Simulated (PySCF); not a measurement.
# Relaxation of doublet [FeO3]+

Computed with UPBE in PySCF with Fe def2-SVP, O def2-SVP; no relativity; density-fitted integrals. A (50,194) grid was used.

A hand-made trigonal pyramidal start, of C3v symmetry, held to at least that symmetry:

```xyz
4
charge 1 multiplicity 2, angstrom
Fe    0.0000    0.0000   -0.3526
O     1.4364    0.0000    0.4111
O    -0.7182    1.2439    0.4111
O    -0.7182   -1.2439    0.4111
```

Problem. What does it relax to?

Solution. It ends at C3v with Fe–O 1.560 Å (×3); O–Fe–O 113.7° (×3) (after a last refinement on a finer grid). A frequency run shows a minimum. Other isomers or separated fragments may lie lower.

Problem. How much energy is released, and in how many steps?

Solution. 80.8 kJ/mol in 5 steps.

Open d and f shells are described by one determinant, and the ground state may have another occupation or spin.

The relaxation took of the order of 50 core-seconds on a shared host.
